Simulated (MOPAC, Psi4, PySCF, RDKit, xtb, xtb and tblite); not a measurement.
Two geometries of SMILES CO/C=C\c1ccccc1, relaxed at GFN2-xTB with one dihedral held; other torsions can differ between them too.

Structure A

```
20

C      3.8494    -0.4315    -0.8163
O      2.4452    -0.3788    -0.6757
C      1.9258     0.3449     0.3504
C      2.3057     1.5257     0.8407
C      3.3738     2.4010     0.3564
C      3.5176     2.6753    -1.0032
C      4.5118     3.5283    -1.4474
C      5.3755     4.1227    -0.5434
C      5.2276     3.8751     0.8119
C      4.2301     3.0303     1.2589
H      4.0697    -1.3878    -1.2913
H      4.2307     0.3797    -1.4443
H      4.3443    -0.3800     0.1566
H      1.0502    -0.1521     0.7543
H      1.7807     1.8781     1.7183
H      2.8225     2.2398    -1.7069
H      4.6097     3.7340    -2.5038
H      6.1536     4.7858    -0.8919
H      5.8910     4.3470     1.5224
H      4.1147     2.8408     2.3170
```

Structure B

```
20

C      3.4628    -0.2974    -1.1424
O      2.1249    -0.2200    -0.7146
C      1.9238     0.4229     0.4647
C      0.7633     0.9432     0.8763
C     -0.5190     0.9668     0.1951
C     -0.7492     0.3226    -1.0221
C     -1.9890     0.3878    -1.6287
C     -3.0262     1.0905    -1.0377
C     -2.8137     1.7309     0.1722
C     -1.5761     1.6688     0.7811
H      3.4722    -0.9468    -2.0162
H      3.8457     0.6903    -1.4208
H      4.1074    -0.7235    -0.3655
H      2.8037     0.5064     1.0981
H      0.7744     1.4054     1.8538
H      0.0495    -0.2318    -1.4855
H     -2.1499    -0.1166    -2.5710
H     -3.9943     1.1370    -1.5149
H     -3.6178     2.2795     0.6420
H     -1.4178     2.1719     1.7251
```

Problem. Which is lower in energy at the level PBE0-D3(BJ)/def2-SVP // GFN2-xTB in Psi4 1.11, and by how much?

Solution. B is lower, by 18.36 kJ/mol (dihedral C1–O2–C3–C4: 40° in A, 160° in B).

E(B) − E(A) in kJ/mol at the other levels, on the same two geometries: GFN2-xTB (xtb and tblite) -13.33; MMFF94 // GFN2-xTB (RDKit) -11.06; PBE0/def2-SVP // GFN2-xTB (Psi4) -22.62; PBE/def2-SVP // GFN2-xTB (Psi4) -24.68; PBE-D3(BJ)/def2-SVP // GFN2-xTB (Psi4) -20.15; UFF // GFN2-xTB (RDKit) -35.94; AM1, restricted, heats of formation // GFN2-xTB (MOPAC) -6.14; PM3, restricted, heats of formation // GFN2-xTB (MOPAC) 0.60; GFN1-xTB // GFN2-xTB (xtb) -10.56; restricted B3LYP/6-31G*, spherical d, density fitting // GFN2-xTB (PySCF) -22.13; restricted Hartree-Fock/LANL2DZ, density fitting // GFN2-xTB (PySCF) -24.37; restricted MP2 (frozen core)/3-21G // GFN2-xTB (PySCF) -8.84; restricted Hartree-Fock/STO-3G // GFN2-xTB (PySCF) -27.17.
